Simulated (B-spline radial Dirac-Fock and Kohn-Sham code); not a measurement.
Relativistic shifts of the levels of Pt¹⁹⁺

System: Pt¹⁹⁺ in the configuration 1s2 2s2 2p6 3s2 3p6 3d10 4s2 4p6 4d10 4f12 5s1 (tabulated as the ground configuration, which this calculation does not bear out).

Both columns are ΔSCF binding energies of the configuration average from a radial finite-basis atomic code: non-relativistic Hartree-Fock with a point nucleus, and Dirac-Fock with a finite nucleus and the Coulomb interaction alone, averaged over the two j levels with weights 2j+1.

```
shell  Hartree-Fock (eV)  Dirac-Fock (eV)  shift (eV)  shift (%)
   1s            72133.7          79305.4    +7171.76      +9.94
   2s            12509.9          14433.0    +1923.13     +15.37
   2p            12017.2          12666.3     +649.11      +5.40
   3s             3316.8           3800.1     +483.31     +14.57
   3p             3085.6           3270.5     +184.91      +5.99
   3d             2659.5           2644.2      -15.25      -0.57
   4p              971.7           1020.4      +48.65      +5.01
   4d              787.2            786.0       -1.25      -0.16
   4f              542.2            531.7      -10.59      -1.95
   5s              465.2            500.8      +35.57      +7.65
```

Relativity binds 1s, 2s, 2p, 3s, 3p, 4p, 5s more strongly, among those listed most of all 2s in relative terms, and 3d, 4d, 4f more weakly, because the contracted s and p shells screen the nucleus better.
